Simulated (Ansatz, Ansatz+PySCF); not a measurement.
```tsv
atom	x (Å)	y (Å)	z (Å)
O	0.0000	0.0000	-0.2393
H	0.0000	1.5084	0.9573
H	0.0000	-1.5084	0.9573
```

Basis set: cc-pVDZ (spherical functions). Left uncorrelated: 1 orbital. Charge 0, multiplicity 1.

Computed with Ansatz (development build ahead of 0.2.0); each method stands on the lowest determinant of its kind that the runs found. Restricted open shells among the atoms or ions are ROHF, correlated in semicanonical orbitals with singles. Restricted functionals stand beside restricted open-shell atoms, which can lie above the unrestricted atoms usual in DFT and then raise those values.

Problem. Give the atomization energy at this shape (free ground-state atoms in the same class of orbitals less the molecule, no zero-point energy) of singlet H2O by r²SCAN (unrestricted), ωB97X (unrestricted), r²SCAN (restricted), ωB97X (restricted), PBE (unrestricted), PBE0 (unrestricted), PBE (restricted), PBE0 (restricted), RHF-CCSD(T), RHF-MP2, UHF, RHF.

Solution.

```csv
method,atomization energy
r²SCAN (unrestricted),137.3 kJ/mol
ωB97X (unrestricted),81.9 kJ/mol
r²SCAN (restricted),57.3 kJ/mol
ωB97X (restricted),-23.4 kJ/mol
PBE (unrestricted),157.5 kJ/mol
PBE0 (unrestricted),105.1 kJ/mol
PBE (restricted),133.0 kJ/mol
PBE0 (restricted),-1.9 kJ/mol
RHF-CCSD(T),126.6 kJ/mol
RHF-MP2,35.0 kJ/mol
UHF,9.1 kJ/mol
RHF,-489.4 kJ/mol
```

Caution: the shape is not the minimum. Caution for r²SCAN (unrestricted), PBE (unrestricted): the unrestricted determinant is spin contaminated. Caution for ωB97X (unrestricted), PBE0 (unrestricted), UHF: the unrestricted determinant is a mixture of spin states. Caution for r²SCAN (restricted), ωB97X (restricted), PBE (restricted), PBE0 (restricted), RHF-CCSD(T), RHF-MP2, RHF: an unrestricted determinant lies well below. Caution for RHF-CCSD(T), RHF-MP2: large amplitudes, a single reference is doubtful. Caution for RHF-CCSD(T): the amplitudes may be one of several solutions. Caution for RHF: the molecule lies well above its atoms at this level.
